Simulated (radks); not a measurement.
The numbers below are computed, except where a source is named.
Lu XXXI, configuration [Kr] 4d5 (the NIST ground configuration).

Code: a radial shooting solver on a logarithmic mesh with Libxc functionals. Model: scalar-relativistic Kohn-Sham, PBE, spin-polarised, spherical densities, point nucleus; open shells are filled with parallel spins first (spin-orbit coupling, left out, can overturn this in heavy ions).

Energy parts (eV):
total: -383794.78
kinetic: 420655.02
electron-nucleus: -897572.72
Hartree: 100099.75
exchange-correlation: -6976.83

Orbitals (lengths in bohr, moments of r in powers of bohr; r(max) is where P^2 peaks; r(90%) holds 90 % of the orbital's charge):
orbital,occ.,eigenvalue (eV),r(90%),<r>,r(max)
1s up,1,-64362.43,0.0351,0.01932,0.01213
1s down,1,-64362.36,0.0351,0.01932,0.01213
2s up,1,-11889.76,0.127,0.08183,0.06931
2s down,1,-11884.92,0.127,0.08182,0.06929
2p up,3,-10593.32,0.119,0.07293,0.05661
2p down,3,-10589.43,0.119,0.07291,0.05660
3s up,1,-3545.595,0.309,0.2114,0.1952
3s down,1,-3543.248,0.309,0.2113,0.1952
3p up,3,-3156.435,0.315,0.2107,0.1925
3p down,3,-3153.807,0.314,0.2106,0.1925
3d up,5,-2695.453,0.295,0.1906,0.1567
3d down,5,-2691.437,0.295,0.1905,0.1568
4s up,1,-1484.909,0.625,0.4411,0.4278
4s down,1,-1472.437,0.626,0.4414,0.4276
4p up,3,-1344.433,0.652,0.4560,0.4415
4p down,3,-1332.141,0.653,0.4566,0.4413
4d up,5,-1167.744,0.671,0.4604,0.4394
4d down,0,-1155.555,0.673,0.4613,0.4393

The highest occupied level is 4d up at -1167.7 eV. For comparison, the ionisation energy in NIST's Atomic Spectra Database is 1178 eV (theoretical). In exact Kohn-Sham theory the highest level is minus the ionisation energy, but local and semilocal functionals leave it too shallow, through self-interaction and a potential that decays too fast; potentials with the right tail come closer. The density falls to 0.001 e/bohr^3 at r = 1.21 bohr. Summed over all electrons, <r^2> = 3.951 bohr^2, which gives a Langevin (diamagnetic) susceptibility term of -3.13 x 10^-6 cm^3/mol.
